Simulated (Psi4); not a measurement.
HClSi, singlet, geometry from GFN2-xTB. Base run: HF/6-31G in Psi4.

Input for Psi4:
```
memory 2 GB

molecule {
0 1
  Si    0.79363529   -0.21555453    0.71731260
  H     1.84239167   -0.41540957   -0.31289751
  Cl   -0.76195798    0.20195136   -0.57232229
}

set basis 6-31g
set stability_analysis check
set scf_type pk

energy('scf')
print_variables()
```

The bond that is stretched is that between atoms 3 and 1. A test that says stable can miss a lower solution.

Variants of this job, named by their change:

| change | ΔE vs base (eV) | <S^2> | outcome |
|---|---|---|---|
| base | 0.00 | 0.000 | converged |
| stability_analysis = follow; reference = uhf | 0.00 | 0.000 | converged |
| bond × 1.25 | 0.23 | 0.000 | converged |
| stability_analysis = follow; reference = uhf; bond × 1.25 | 0.23 | 0.000 | converged |
| bond × 1.5 | 1.41 | 0.000 | converged |
| stability_analysis = follow; reference = uhf; bond × 1.5 | 1.37 | 0.313 | converged |
| bond × 1.8 | 2.63 | 0.000 | converged |
| stability_analysis = follow; reference = uhf; bond × 1.8 | 1.94 | 0.891 | converged |
| bond × 2.2 | 3.73 | 0.000 | converged |
| stability_analysis = follow; reference = uhf; bond × 2.2 | 2.07 | 0.993 | converged |
| bond × 3.0 | 5.01 | 0.000 | converged |
| stability_analysis = follow; reference = uhf; bond × 3.0 | - | - | not converged |

Psi4 reported an instability in these rows: stability_analysis = follow; reference = uhf; bond × 1.5; stability_analysis = follow; reference = uhf; bond × 1.8; stability_analysis = follow; reference = uhf; bond × 2.2; stability_analysis = follow; reference = uhf; bond × 3.0 (restricted rows aren't judged here).

Where a bond breaks into two radicals, a solution with restricted orbitals usually stops being the lowest and lies too high; an unrestricted one lies lower at the price of spin contamination, which <S^2> shows.
